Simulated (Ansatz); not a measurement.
`[AlH2][NH][SiH2][GeH3]` + H₂O → `O[SiH2][NH][AlH2]` + GeH₄ at 600 K and 1 bar (formal hydrolysis of the Si–Ge bond).

Computed with Ansatz on PBE0-D4/def2-TZVP structures; ΔE is electronic, products minus reactants. CCSD(T)/CBS adds triple-zeta CCSD(T) − MP2 to the extrapolated MP2 energy (def2 sets, frozen cores). This one scheme is used for every species. For Ge outer-core shells are correlated without core-valence functions, which leaves a few kJ/mol of doubt a bond. Scalar relativity is left out up to krypton. One conformer a species, not always the lowest.

```json
{"species": "`[AlH2][NH][SiH2][GeH3]`", "CCSD(T)/CBS energy (Eh)": "-2666.76326", "H − E (kJ/mol)": "261.2", "S (J/(mol·K))": "506.3"}
{"species": "H₂O", "CCSD(T)/CBS energy (Eh)": "-76.37941", "H − E (kJ/mol)": "76.8", "S (J/(mol·K))": "212.8"}
{"species": "`O[SiH2][NH][AlH2]`", "CCSD(T)/CBS energy (Eh)": "-664.68190", "H − E (kJ/mol)": "224.4", "S (J/(mol·K))": "441.0"}
{"species": "GeH₄", "CCSD(T)/CBS energy (Eh)": "-2078.49493", "H − E (kJ/mol)": "105.8", "S (J/(mol·K))": "256.4"}
```

H − E and S are ideal-gas, rigid-rotor, harmonic terms from PBE0-D4/def2-TZVP, for one conformer and one mirror image of each species. 1 Eh = 2625.50 kJ/mol, R = 8.31446 J/(mol·K).

Q: By hand: ΔE, ΔH, ΔS and ΔG.

A: ΔE = (-664.68190) + (-2078.49493) − (-2666.76326) − (-76.37941) = -0.03416 Eh = -89.7 kJ/mol. Δ(H − E) = 224.4 + 105.8 − 261.2 − 76.8 = -7.8, so ΔH = -97.5 kJ/mol. ΔS = 441.0 + 256.4 − 506.3 − 212.8 = -21.7 J/(mol·K). ΔG = -97.5 − 600 × (-21.7)/1000 = -84.5 kJ/mol.

Q: By hand: the equilibrium constant, and the temperature at which ΔG would vanish if ΔH and ΔS stayed fixed.

A: log₁₀ K = −ΔG/(RT ln 10) = 7.4. ΔG = 0 at ΔH/ΔS = 4493 K, far beyond where these terms or the molecules hold.

ΔH outweighs TΔS. A doubt of 5 kJ/mol in ΔE shifts log₁₀ K by 0.4 here. Other conformers and mirror images would add mixing entropy, several J/(mol·K) or more a flexible species. Modes under 60 cm⁻¹, often nearly free rotors, make the harmonic entropy too high. These are equilibria of isolated gas molecules and say nothing of rates. Largest T1 diagnostic: 0.012 (customary marks: 0.02 for closed shells, 0.045 for open ones).
